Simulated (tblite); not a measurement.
Compound: C₄H₈FS₂ (doublet state).
Atom-mapped SMILES: `[CH3:1][S:2][CH2:3][C@H:4]([S:5])[CH2:6][F:7]` (hydrogens: H8, H9, H10 on C1; H11, H12 on C3; H13 on C4; H14, H15 on C6)

Computed with GFN2-xTB (tblite), gas phase: L-BFGS steps from a force-field or distance-geometry start until the largest atomic force falls under 0.01 eV/Å.

Step 40: E = -648.3089 eV
```
atom  x, y, z in Å  |  force x, y, z in eV/Å
C1      2.5360   -0.1603    0.3236   -0.057   0.112   0.006
S2      1.5255    1.2925    0.6722   -0.012   0.039   0.036
C3      0.0105    0.8164   -0.1998    0.029  -0.025  -0.023
C4     -0.7923   -0.2453    0.5577    0.028  -0.038  -0.009
S5     -0.1854   -1.9225    0.2540   -0.005   0.025   0.046
C6     -2.2492   -0.2215    0.1077   -0.029   0.001   0.016
F7     -2.8440    0.9625    0.4510   -0.001   0.100   0.013
H8      3.4279   -0.0932    0.9328    0.071   0.003   0.013
H9      2.7846   -0.1851   -0.7318    0.042  -0.016  -0.043
H10     1.9508   -1.0422    0.5881    0.014  -0.105   0.004
H11    -0.5843    1.7270   -0.2855    0.026  -0.006   0.030
H12     0.2828    0.4566   -1.1906   -0.011   0.021  -0.070
H13    -0.7317   -0.0472    1.6323   -0.047  -0.037   0.016
H14    -2.8182   -1.0173    0.5947   -0.022  -0.035  -0.003
H15    -2.3174   -0.3125   -0.9801   -0.025  -0.039  -0.033
```

Step 41: E = -648.3098 eV
```
atom  x, y, z in Å  |  force x, y, z in eV/Å
C1      2.5369   -0.1596    0.3201   -0.040   0.078   0.007
S2      1.5272    1.2937    0.6726   -0.005   0.001   0.025
C3      0.0111    0.8161   -0.1972    0.025  -0.021  -0.018
C4     -0.7932   -0.2443    0.5616    0.016  -0.026  -0.016
S5     -0.1860   -1.9216    0.2635    0.000   0.013   0.043
C6     -2.2493   -0.2221    0.1071   -0.030   0.009  -0.003
F7     -2.8463    0.9633    0.4449    0.012   0.069   0.009
H8      3.4273   -0.0984    0.9345    0.030   0.000  -0.015
H9      2.7912   -0.1796   -0.7353    0.029  -0.011   0.003
H10     1.9477   -1.0438    0.5767    0.045  -0.050  -0.006
H11    -0.5825    1.7274   -0.2813    0.015  -0.001   0.024
H12     0.2811    0.4565   -1.1891   -0.012   0.021  -0.051
H13    -0.7367   -0.0446    1.6364   -0.040  -0.029   0.010
H14    -2.8191   -1.0181    0.5931   -0.021  -0.021   0.002
H15    -2.3140   -0.3168   -0.9813   -0.023  -0.030  -0.014
```

Step 42: E = -648.3110 eV
```
atom  x, y, z in Å  |  force x, y, z in eV/Å
C1      2.5389   -0.1577    0.3163   -0.010   0.028   0.005
S2      1.5286    1.2951    0.6729    0.003  -0.054   0.001
C3      0.0115    0.8146   -0.1946    0.011  -0.008  -0.006
C4     -0.7948   -0.2438    0.5664   -0.004  -0.002  -0.022
S5     -0.1870   -1.9202    0.2753    0.009  -0.020   0.035
C6     -2.2502   -0.2220    0.1066   -0.026   0.010  -0.025
F7     -2.8478    0.9666    0.4362    0.026   0.018   0.007
H8      3.4280   -0.1045    0.9358   -0.009   0.010  -0.027
H9      2.8024   -0.1739   -0.7382    0.003   0.004   0.035
H10     1.9478   -1.0457    0.5631    0.064   0.005  -0.012
H11    -0.5818    1.7262   -0.2737    0.007   0.009   0.010
H12     0.2762    0.4569   -1.1896   -0.009   0.023  -0.011
H13    -0.7439   -0.0426    1.6413   -0.028  -0.016  -0.001
H14    -2.8217   -1.0187    0.5908   -0.019   0.013   0.013
H15    -2.3107   -0.3222   -0.9823   -0.019  -0.019  -0.001
```

Step 43: E = -648.3116 eV
```
atom  x, y, z in Å  |  force x, y, z in eV/Å
C1      2.5404   -0.1563    0.3154    0.009  -0.003  -0.001
S2      1.5282    1.2943    0.6732    0.004  -0.062  -0.010
C3      0.0111    0.8133   -0.1942   -0.001   0.001   0.004
C4     -0.7959   -0.2442    0.5678   -0.015   0.005  -0.022
S5     -0.1868   -1.9195    0.2804    0.010  -0.040   0.029
C6     -2.2513   -0.2213    0.1062   -0.016   0.003  -0.030
F7     -2.8470    0.9697    0.4319    0.028  -0.009   0.010
H8      3.4291   -0.1064    0.9352   -0.009   0.024  -0.012
H9      2.8086   -0.1719   -0.7378   -0.009   0.015   0.023
H10     1.9515   -1.0470    0.5582    0.052   0.013  -0.008
H11    -0.5830    1.7248   -0.2690    0.012   0.015   0.000
H12     0.2721    0.4574   -1.1914   -0.005   0.025   0.012
H13    -0.7472   -0.0424    1.6428   -0.022  -0.008  -0.009
H14    -2.8237   -1.0183    0.5898   -0.020   0.034   0.019
H15    -2.3105   -0.3242   -0.9822   -0.017  -0.014  -0.006
```

**Question.** Estimate the geometry and energy of step 44. (The exact step hangs on the optimiser's Hessian estimate; all steps are aligned on step 43, rigid shifts and turns removed.)

**Answer.** E = -648.3121 eV, largest force 0.058 eV/Å
```
atom  x, y, z in Å  |  force x, y, z in eV/Å
C1      2.5424   -0.1555    0.3141    0.025  -0.027  -0.009
S2      1.5275    1.2912    0.6739    0.001  -0.042  -0.010
C3      0.0100    0.8122   -0.1936   -0.012   0.006   0.013
C4     -0.7974   -0.2443    0.5692   -0.020  -0.002  -0.016
S5     -0.1855   -1.9191    0.2870    0.003  -0.046   0.024
C6     -2.2524   -0.2207    0.1054   -0.005  -0.007  -0.025
F7     -2.8459    0.9728    0.4269    0.025  -0.023   0.013
H8      3.4300   -0.1083    0.9349    0.000   0.037   0.008
H9      2.8153   -0.1687   -0.7375   -0.015   0.023  -0.002
H10     1.9566   -1.0489    0.5519    0.032   0.004  -0.002
H11    -0.5852    1.7234   -0.2640    0.023   0.021  -0.008
H12     0.2674    0.4583   -1.1927    0.000   0.025   0.025
H13    -0.7508   -0.0410    1.6443   -0.020  -0.004  -0.018
H14    -2.8261   -1.0169    0.5890   -0.022   0.047   0.025
H15    -2.3102   -0.3264   -0.9825   -0.016  -0.013  -0.019
```

The energy changes by -0.0005 eV. The first-order estimate −F·Δx gives -0.0008 eV and the mean of the old and new forces, exact on a quadratic surface, -0.0006 eV. The step makes an angle of 72° with the force vector and moves no atom by more than 0.008 Å.

What follows is the cost of the whole relaxation. The run took 2.4 s on an AMD EPYC with one thread, shared host.
